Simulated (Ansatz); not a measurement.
C$_{3}$HF$_{5}$O (`FC(F)C1(F)OC1(F)F`), relaxed with RKS PBE0-D4/def2-TZVP in Ansatz from a PBE-D4/def2-SVP geometry. The force threshold is 0.005 eV/Å; the program also tests the step.

The species carries charge 0 and has multiplicity 1.

Start:

```xyz
10

F     1.770    1.239   -0.150
C     0.735    0.660   -0.815
F     1.195    0.153   -1.988
C     0.178   -0.473    0.036
F     1.077   -1.444    0.271
O    -1.143   -0.931   -0.328
C    -0.987   -0.338    0.913
F    -1.149   -1.115    1.985
F    -1.626    0.828    1.096
H    -0.050    1.421   -1.021
```

```csv
step,energy (eV),largest force (eV/Å),largest move (Å)
1,-18746.9684,1.033,0.000
2,-18747.0137,0.495,0.015
3,-18747.0214,0.043,0.010
4,-18747.0215,0.023,0.002
5,-18747.0216,0.005,0.002
```

End:

```xyz
10

F     1.760    1.227   -0.158
C     0.727    0.656   -0.807
F     1.179    0.154   -1.971
C     0.175   -0.469    0.038
F     1.064   -1.429    0.272
O    -1.126   -0.922   -0.320
C    -0.979   -0.335    0.906
F    -1.144   -1.105    1.963
F    -1.618    0.813    1.088
H    -0.038    1.410   -1.012
```

Hardware: 3 threads of an AMD EPYC 7R13 on a shared host and a share of an NVIDIA H100 80 GB. Wall time 7 s, peak host memory 0.92 GiB.
